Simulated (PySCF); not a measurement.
CF2, SMILES F[C]F (connectivity only; charge and spin as stated), charge +1, multiplicity 2. Geometry: PBE-D3(BJ)/def2-TZVP. The isomer is the one that the SMILES or the coordinates give; other isomers of the formula were not compared.

The numbers are results of PySCF 2.14.0 with PBE-D3(BJ)/def2-TZVP, not measurements.

Harmonic wavenumbers (cm⁻¹): 621, 1313, 1623. Rotational constants (GHz): 169.0, 11.21, 10.51; symmetry number 2.

### Question
Work out the zero-point energy and the ideal-gas rigid-rotor harmonic-oscillator thermochemistry at 298.15 K and 1 atm.

### Answer
ZPE = ½ Σ hcν = ½ × 3556 cm⁻¹ = 21.27 kJ/mol. H − E(el) = 31.61 kJ/mol. Entropy in J/(mol K): translation 157.54, rotation 79.25, vibration 1.88, spin 5.76, total 244.42. G − E(el) = -41.26 kJ/mol. Cp = 38.19 J/(mol K).
